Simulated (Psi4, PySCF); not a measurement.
C2H6OSi (SMILES C=C[SiH2]O), singlet, geometry from GFN2-xTB. Base run: PBE/6-31G, TDA (PySCF).

Input for PySCF:
```python
from pyscf import gto, scf, dft, tdscf

mol = gto.Mole()
mol.atom = '''
    Si    0.56207487   -0.18938409   -0.69014182
    O     1.18060039   -1.00841800    0.57214074
    C    -0.98741031    0.77466425   -0.21463037
    C    -1.58063635    0.72501957    0.96812154
    H     0.27055702   -1.27142178   -1.62110493
    H     1.54594870    0.76887484   -1.20877454
    H     1.37506917   -0.57897592    1.40043025
    H    -1.42413062    1.40961172   -0.97577413
    H    -1.20018522    0.10568250    1.76622694
    H    -2.47283056    1.28684681    1.20290888
'''
mol.basis = '6-31g'
mol.verbose = 4
mol.build()

mf = dft.RKS(mol)
mf.xc = 'pbe'
mf.kernel()
td = mf.TDA()
td.nstates = 5
td.kernel()
td.analyze()
```

Programs used: Psi4, PySCF; a row that names a program was run with it.

Each row names what was changed in the base input (with any setting that the change needs).

| change | first excitation (eV) | oscillator strength of the first | second (eV) |
|---|---|---|---|
| base | 5.82 | 0.013 | 6.35 |
| response = full linear response | 5.81 | 0.012 | 6.33 |
| code = psi4 | 5.82 | 0.013 | 6.35 |
| functional = camb3lyp | 7.01 | 0.010 | 7.49 |
| guess vectors = 13 for 5 states | 5.82 | 0.013 | 6.35 |
| functional = lc_wpbe | 7.19 | 0.008 | 7.88 |
| states = triplets | 4.60 | - | 5.56 |
| functional = b3lyp | 6.65 | 0.012 | 7.09 |
| basis = def2-SVP | 5.77 | 0.015 | 6.33 |
| nstates = 2 | 5.82 | 0.013 | 6.35 |
| functional = blyp | 5.87 | 0.013 | 6.39 |

An iterative solver can miss low states, so a row lists the states that it found.
